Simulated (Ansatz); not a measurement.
Relaxation of C2H6GeOSe (11 atoms, charge 0, multiplicity 1), to a largest force component of 0.015 eV/Å in at most 40 steps.

Level of theory: Ansatz 0.2.0, RKS B3LYP-D4/def2-SVP.

```xyz
11
Properties=species:S:1:pos:R:3:forces:R:3
C -1.618 0.478 1.067 -1.52 2.26 -0.10
Ge -0.067 0.812 -0.005 -0.18 1.26 -0.39
O 1.145 -0.459 0.476 1.93 -0.17 3.42
C 0.809 -0.757 -0.754 -2.56 -1.14 -1.24
Se 2.071 -0.383 -2.125 0.88 -1.44 -0.56
H -2.154 -0.405 0.734 -0.09 -0.47 0.01
H -1.366 0.456 2.132 0.01 -0.19 0.15
H -2.328 1.387 0.899 0.93 -1.38 0.35
H 0.668 2.197 0.130 -0.34 -0.55 -0.16
H 0.120 -1.688 -0.755 1.00 0.96 -1.01
H 2.784 -1.695 -1.778 -0.05 0.87 -0.46
```

**Question.** Where does it end, and by what steps?

**Answer.** The forces met the threshold. After 14 steps the energy has fallen by 0.599 eV; H7 moved furthest, 0.47 Å.

```csv
step,energy less start (eV),largest force component (eV/Å),accepted
0,0.0000,3.420,yes
1,-0.4798,1.454,yes
2,-0.5721,0.527,yes
3,-0.5207,0.898,no
4,-0.5912,0.129,yes
5,-0.5908,0.195,no
6,-0.5947,0.033,yes
7,-0.5961,0.032,yes
8,-0.5970,0.081,yes
9,-0.5975,0.085,yes
10,-0.5983,0.061,yes
11,-0.5986,0.036,yes
12,-0.5988,0.026,yes
13,-0.5989,0.017,yes
14,-0.5990,0.009,yes
```

```xyz
11
Properties=species:S:1:pos:R:3
C -1.690 0.579 1.126
Ge -0.004 0.729 0.163
O 1.137 -0.688 0.549
C 0.751 -0.750 -0.802
Se 2.118 -0.391 -2.170
H -2.019 -0.469 1.100
H -1.551 0.890 2.172
H -2.458 1.215 0.663
H 0.744 2.065 0.173
H 0.137 -1.622 -1.074
H 2.899 -1.615 -1.880
```

Time of the run: 90 s on 2 threads of Arm Neoverse V1, with other jobs on the host, peak memory 0.4 GiB.
